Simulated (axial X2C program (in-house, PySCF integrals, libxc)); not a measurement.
**OsTe⁺: properties at the nuclei**

Computed with an in-house all-electron X2C program for linear molecules (integrals from PySCF): two-component X2C with atomic mean-field Coulomb and Gaunt terms, Gaussian nuclei, basis Os dyall-cv3z, Te dyall-cv3z with contracted cores.

R = 2.414 Å (near the PBE0 minimum at charge 1 of the determinant lowest at the starting distance; the state shown can have its own minimum elsewhere).

Input and command:
```json
{"zs": [76, 52], "q": 1, "bas": ["dyall-cv3z", "dyall-cv3z"], "r0": 2.44, "levels": ["PBE0", "HF", "B3LYP", "LDA", "PBE50"], "nst": 2}
```
```bash
python soeom.py task.json out
```

Keys: zs atomic numbers; q charge; bas basis sets; r0 starting distance in Å; levels methods; nst determinants followed.

Determinant lowest in the PBE0 search, Ω = 5/2 (⟨Sz⟩ = 2.21, ⟨Lz⟩ = 0.29 at PBE0), spin on the atoms Os 1.62, Te 0.58:

```csv
level,Eeff magnitude (GV/cm),Ws magnitude Os (kHz),A∥/gI Os (MHz),qzz Os (a.u.),A∥/gI Te (MHz),qzz Te (a.u.)
PBE0,3.02,4.09,1960,-2.34,-270,-0.31
HF,6.5,5.97,1150,-5.31,-103,-3.55
B3LYP,1.67,3.22,2130,2.49,-326,-0.77
LDA,6.53,4.9,2150,3.21,-298,-0.66
PBE50,1.51,3.49,1610,-3.68,-243,-1.56
```

Eeff is the effective electric field on the electron electric dipole moment in this Ω state and Ws the scalar–pseudoscalar constant of the nucleus named (defined with the proton number Z and per Ω); A∥ (defined per Ω) follows by multiplying with gI = μI/(I μN); qzz is the electric field gradient, eQq0 = 234.96 MHz × Q/barn × qzz. The operators were transformed with the bare-nucleus X2C matrices; with these basis sets, hyperfine constants and field gradients can be off by tens of per cent, and where levels differ in sign neither size nor sign is settled.

(1) With gI(189Os) = 0.4400 (g factors from the IAEA table of nuclear moments by Stone), turn the PBE0 values of the first state into constants in MHz.

Each state is one determinant with collinear spin, which with several unpaired electrons need not be a pure state. Unrestricted Hartree–Fock can overshoot spin polarisation at the nuclei. This is the top spin component of a Σ state; components of lower Ω are not single determinants and can lie lower. With several open shells hyperfine constants can be off by a factor of several. Where Eeff spreads by more than a factor of two the levels disagree and none is to be relied on. States lie within half an eV, so the first need not be the ground state. Further determinants of the search, some of them spin-mixed, are not shown. Where a field gradient or hyperfine factor spreads by more than a factor of two over the levels, a constant derived from it is not to be relied on.

Results:

(1) A∥(189Os) = 1960 × 0.4400 = 862 MHz.
